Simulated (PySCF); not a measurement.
PySCF input (HF/def2-TZVPD):

```python
from pyscf import gto, scf, dft

mol = gto.M(
    atom='''
    Si    0.11136034   -0.08220749    1.48821560
    I     1.08590198    1.75680104   -0.18246921
    I    -1.11531792   -1.73508585   -0.21064434
    ''',
    basis='def2-tzvpd',
    ecp='def2-tzvp',
    charge=-1,
    spin=1,
    verbose=4,
)

mf = scf.UHF(mol).density_fit(auxbasis='def2-universal-jkfit')
mf.conv_tol = 1e-9
mf.max_cycle = 100
mf.max_memory = 1500
mf.kernel()
if not mf.converged:
    mf = mf.newton()
    mf.kernel(mf.make_rdm1())
for _ in range(2):
    mo, _, stable, _ = mf.stability(return_status=True)
    if stable:
        break
    mf.kernel(mf.make_rdm1(mo, mf.mo_occ))
mf.analyze()
```

Output:

```
ECP def2-tzvp not found for  Si
PySCF version 2.14.0

[INPUT] verbose = 4
[INPUT] num. atoms = 3
[INPUT] num. electrons = 65
[INPUT] charge = -1
[INPUT] spin (= nelec alpha-beta = 2S) = 1
[INPUT] symmetry False subgroup None
[INPUT] Mole.unit = angstrom
[INPUT] Symbol           X                Y                Z      unit          X                Y                Z       unit  Magmom
[INPUT]  1 Si     0.111360340000  -0.082207490000   1.488215600000 AA    0.210440543738  -0.155349641488   2.812319898305 Bohr   0.0
[INPUT]  2 I      1.085901980000   1.756801040000  -0.182469210000 AA    2.052057340323   3.319872820951  -0.344816833066 Bohr   0.0
[INPUT]  3 I     -1.115317920000  -1.735085850000  -0.210644340000 AA   -2.107645410620  -3.278837059108  -0.398060112290 Bohr   0.0

nuclear repulsion = 218.916618423293
number of shells = 53
number of NR pGTOs = 277
number of NR cGTOs = 161
basis = def2-tzvpd
ecp = def2-tzvp

******** <class 'pyscf.df.df_jk.DFUHF'> ********
method = DFUHF
initial guess = minao
damping factor = 0
level_shift factor = 0
DIIS = <class 'pyscf.scf.diis.CDIIS'>
diis_start_cycle = 1
diis_space = 8
diis_damp = 0
SCF conv_tol = 1e-09
SCF conv_tol_grad = None
SCF max_cycles = 100
direct_scf = False
number electrons alpha = 33  beta = 32
Set gradient conv threshold to 3.16228e-05
******** <class 'pyscf.df.df.DF'> ********
auxbasis = def2-universal-jkfit
init E= -795.643717083409
  alpha nocc = 33  HOMO = -0.633838952820769  LUMO = -0.622068168323084
  beta  nocc = 32  HOMO = -0.987025996431257  LUMO = -0.633838952820769

WARN: HOMO -0.633838952820769 >= LUMO -0.633838952820769

cycle= 1 E= -879.916942279428  delta_E= -84.3  |g|= 2.84  |ddm|= 19.6
  alpha nocc = 33  HOMO = 0.11270718636857  LUMO = 0.146797401956585
  beta  nocc = 32  HOMO = 0.11445020156378  LUMO = 0.131250223562851
  HOMO = 0.114450201564  LUMO = 0.131250223563  gap/eV = 0.45715
cycle= 2 E= -880.612991622831  delta_E= -0.696  |g|= 1.94  |ddm|= 6.02
  alpha nocc = 33  HOMO = -0.0591358155017717  LUMO = 0.106233877775333
  beta  nocc = 32  HOMO = -0.127151881616793  LUMO = 0.101147470665849
  HOMO = -0.0591358155018  LUMO = 0.101147470666  gap/eV = 4.36153
cycle= 3 E= -882.269798641044  delta_E= -1.66  |g|= 0.36  |ddm|= 2.92
  alpha nocc = 33  HOMO = -0.121778458005304  LUMO = 0.139466666149214
  beta  nocc = 32  HOMO = -0.165661984234974  LUMO = 0.134274469116062
  HOMO = -0.121778458005  LUMO = 0.134274469116  gap/eV = 6.96756
cycle= 4 E= -882.359992603192  delta_E= -0.0902  |g|= 0.154  |ddm|= 0.707
  alpha nocc = 33  HOMO = -0.106300715534274  LUMO = 0.139221469403741
  beta  nocc = 32  HOMO = -0.154505714028769  LUMO = 0.13771597699248
[...]
  beta  nocc = 32  HOMO = -0.159690521675161  LUMO = 0.136888683592822
  HOMO = -0.111504697046  LUMO = 0.136888683593  gap/eV = 6.75913
Extra cycle  E= -882.37282190489  delta_E= -1.03e-10  |g|= 4.58e-06  |ddm|= 1.8e-05
converged SCF energy = -882.37282190489  <S^2> = 0.78391343  2S+1 = 2.0336307
uhf_internal: lowest eigs of H = [0.13629479 0.14717185 0.16694031]
<class 'pyscf.df.df_jk.DFUHF'> wavefunction is stable in the internal stability analysis
**** SCF Summaries ****
Total Energy =                        -882.372821904889975
Nuclear Repulsion Energy =             218.916618423293471
One-electron Energy =                -1885.391495040694736
Two-electron Energy =                  784.102054712511404
Two-electron Coulomb Energy =          847.021869475871881
DFT Exchange-Correlation Energy =      -62.919814763360478
HOMO-LUMO gap [eV] =                     6.759128165379359
**** MO energy ****
                             alpha | beta                alpha | beta
MO #1   energy= -68.6587733955549  | -68.6531975287003  occ= 1 | 1
MO #2   energy= -7.55341973823744  | -7.55311341797018  occ= 1 | 1
MO #3   energy= -7.55341872329877  | -7.55311217794775  occ= 1 | 1
MO #4   energy= -6.00238278198668  | -5.99583222928719  occ= 1 | 1
MO #5   energy= -5.40384023801843  | -5.40376412427742  occ= 1 | 1
MO #6   energy= -5.4038392066246   | -5.40376259932437  occ= 1 | 1
MO #7   energy= -5.40061440624119  | -5.40030419448254  occ= 1 | 1
MO #8   energy= -5.40061365642161  | -5.40030278558371  occ= 1 | 1
MO #9   energy= -5.40032544636024  | -5.39982038984628  occ= 1 | 1
MO #10  energy= -5.4003244286047   | -5.3998193514554   occ= 1 | 1
MO #11  energy= -4.11199586611675  | -4.09861973696865  occ= 1 | 1
MO #12  energy= -4.1017821436709   | -4.09834794090701  occ= 1 | 1
MO #13  energy= -4.10026179394258  | -4.08567721170143  occ= 1 | 1
MO #14  energy= -2.09861095968032  | -2.09850266035801  occ= 1 | 1
MO #15  energy= -2.09859294381256  | -2.09849329723385  occ= 1 | 1
MO #16  energy= -2.09701313127728  | -2.09683817143649  occ= 1 | 1
MO #17  energy= -2.09701260840871  | -2.09683236207839  occ= 1 | 1
MO #18  energy= -2.096838851956    | -2.09651981991213  occ= 1 | 1
MO #19  energy= -2.09682925789979  | -2.09651689155624  occ= 1 | 1
MO #20  energy= -2.09298113953643  | -2.09264738749206  occ= 1 | 1
MO #21  energy= -2.09298077331724  | -2.09264472605179  occ= 1 | 1
MO #22  energy= -2.09297786030064  | -2.09264011045383  occ= 1 | 1
MO #23  energy= -2.09297725687799  | -2.09263920437533  occ= 1 | 1
MO #24  energy= -0.722330313797208 | -0.71639807579425  occ= 1 | 1
MO #25  energy= -0.703117191602773 | -0.700523670559022 occ= 1 | 1
MO #26  energy= -0.450183724358126 | -0.392668735017651 occ= 1 | 1
MO #27  energy= -0.253883915154515 | -0.248736357622367 occ= 1 | 1
MO #28  energy= -0.239247604054971 | -0.230897234000241 occ= 1 | 1
MO #29  energy= -0.232461397603506 | -0.214196696248431 occ= 1 | 1
MO #30  energy= -0.208546337062516 | -0.200327243487602 occ= 1 | 1
MO #31  energy= -0.191179493514086 | -0.191080018475598 occ= 1 | 1
MO #32  energy= -0.172026184370969 | -0.159690521675161 occ= 1 | 1
MO #33  energy= -0.111504697046131 | 0.136888683592822  occ= 1 | 0
MO #34  energy= 0.136639866064207  | 0.137985103811536  occ= 0 | 0
MO #35  energy= 0.137804427482329  | 0.164060154869481  occ= 0 | 0
MO #36  energy= 0.164978662668884  | 0.16771558750675   occ= 0 | 0
MO #37  energy= 0.16761865612849   | 0.168513618769561  occ= 0 | 0
MO #38  energy= 0.168311383639041  | 0.169629421652198  occ= 0 | 0
MO #39  energy= 0.169538117051202  | 0.197102170324661  occ= 0 | 0
MO #40  energy= 0.189409850836288  | 0.20985169627489   occ= 0 | 0
MO #41  energy= 0.220068564199863  | 0.223366697558813  occ= 0 | 0
MO #42  energy= 0.234092132780749  | 0.240521517589773  occ= 0 | 0
MO #43  energy= 0.27620132144022   | 0.280272941628015  occ= 0 | 0
MO #44  energy= 0.282762612652448  | 0.292680937639392  occ= 0 | 0
MO #45  energy= 0.296549967368971  | 0.298903384753025  occ= 0 | 0
MO #46  energy= 0.296689807858346  | 0.300704294736049  occ= 0 | 0
MO #47  energy= 0.304809090477841  | 0.314661419624335  occ= 0 | 0
MO #48  energy= 0.318275065085229  | 0.331718741123188  occ= 0 | 0
MO #49  energy= 0.329405752451035  | 0.333307080813915  occ= 0 | 0
MO #50  energy= 0.333506341236839  | 0.336396492699696  occ= 0 | 0
MO #51  energy= 0.334893246735299  | 0.33818423886328   occ= 0 | 0
MO #52  energy= 0.338122812349417  | 0.342783435053813  occ= 0 | 0
MO #53  energy= 0.339183699037227  | 0.355312270336482  occ= 0 | 0
MO #54  energy= 0.3606341022684    | 0.366160675587223  occ= 0 | 0
MO #55  energy= 0.364680803748152  | 0.367183467976248  occ= 0 | 0
MO #56  energy= 0.369831920975195  | 0.370480046641261  occ= 0 | 0
MO #57  energy= 0.375530613233414  | 0.375491556675864  occ= 0 | 0
MO #58  energy= 0.37950811375298   | 0.383987579380713  occ= 0 | 0
MO #59  energy= 0.390162451412816  | 0.392886168834919  occ= 0 | 0
MO #60  energy= 0.485202375830365  | 0.498402919844122  occ= 0 | 0
MO #61  energy= 0.523068954927793  | 0.526439294271444  occ= 0 | 0
MO #62  energy= 0.538676146238832  | 0.541654271961587  occ= 0 | 0
MO #63  energy= 0.549198500602758  | 0.552337284020915  occ= 0 | 0
MO #64  energy= 0.551137467695479  | 0.554584593041025  occ= 0 | 0
MO #65  energy= 0.554222089625184  | 0.573415528052128  occ= 0 | 0
MO #66  energy= 0.555301043944816  | 0.580128083374652  occ= 0 | 0
MO #67  energy= 0.562847026872359  | 0.581133421361745  occ= 0 | 0
MO #68  energy= 0.58044248797797   | 0.589180675203925  occ= 0 | 0
MO #69  energy= 0.585563713290132  | 0.609491812301692  occ= 0 | 0
MO #70  energy= 0.607676388330753  | 0.621420831605382  occ= 0 | 0
MO #71  energy= 0.633397004726965  | 0.639220419019457  occ= 0 | 0
MO #72  energy= 0.650916057353291  | 0.653605023945983  occ= 0 | 0
MO #73  energy= 0.651335342493603  | 0.657668475290946  occ= 0 | 0
MO #74  energy= 0.666919667623366  | 0.668355158646006  occ= 0 | 0
MO #75  energy= 0.670881407037415  | 0.672039708913519  occ= 0 | 0
MO #76  energy= 0.694599829070883  | 0.701228186314466  occ= 0 | 0
MO #77  energy= 0.700806136135634  | 0.717228784593034  occ= 0 | 0
MO #78  energy= 0.722461196470438  | 0.728630785448767  occ= 0 | 0
MO #79  energy= 0.726059998575516  | 0.746161052815374  occ= 0 | 0
MO #80  energy= 0.755877581998786  | 0.772719973559919  occ= 0 | 0
MO #81  energy= 0.761941579560729  | 0.77903157180897   occ= 0 | 0
MO #82  energy= 0.805468114793796  | 0.806326238942942  occ= 0 | 0
MO #83  energy= 0.81805916311016   | 0.833255709294465  occ= 0 | 0
MO #84  energy= 0.835567342866106  | 0.839114244872053  occ= 0 | 0
MO #85  energy= 1.07710391496391   | 1.07975752696698   occ= 0 | 0
MO #86  energy= 1.091471751097     | 1.09748338028097   occ= 0 | 0
MO #87  energy= 1.20701124980014   | 1.20760648066659   occ= 0 | 0
MO #88  energy= 1.22437489872726   | 1.23403404513536   occ= 0 | 0
MO #89  energy= 1.23002520804848   | 1.23844091343999   occ= 0 | 0
MO #90  energy= 1.24750881081818   | 1.25172159138646   occ= 0 | 0
MO #91  energy= 1.25256460829883   | 1.26732534458882   occ= 0 | 0
MO #92  energy= 1.28491809402381   | 1.29049308107594   occ= 0 | 0
MO #93  energy= 1.30460047540845   | 1.30673010815632   occ= 0 | 0
MO #94  energy= 1.30610425672034   | 1.30811461315454   occ= 0 | 0
MO #95  energy= 1.30697721912336   | 1.30840898457052   occ= 0 | 0
MO #96  energy= 1.30740755376973   | 1.30878568582226   occ= 0 | 0
MO #97  energy= 1.31273195209186   | 1.31444438538102   occ= 0 | 0
MO #98  energy= 1.320850653241     | 1.32631756198466   occ= 0 | 0
MO #99  energy= 1.33283407071996   | 1.33830007444633   occ= 0 | 0
MO #100 energy= 1.3530594951953    | 1.36186975403837   occ= 0 | 0
MO #101 energy= 1.42379612540374   | 1.44561427963304   occ= 0 | 0
MO #102 energy= 1.42904004239392   | 1.44707026830408   occ= 0 | 0
MO #103 energy= 1.45637460346962   | 1.47793867004381   occ= 0 | 0
MO #104 energy= 1.47897995238809   | 1.49496823453724   occ= 0 | 0
[...]
```
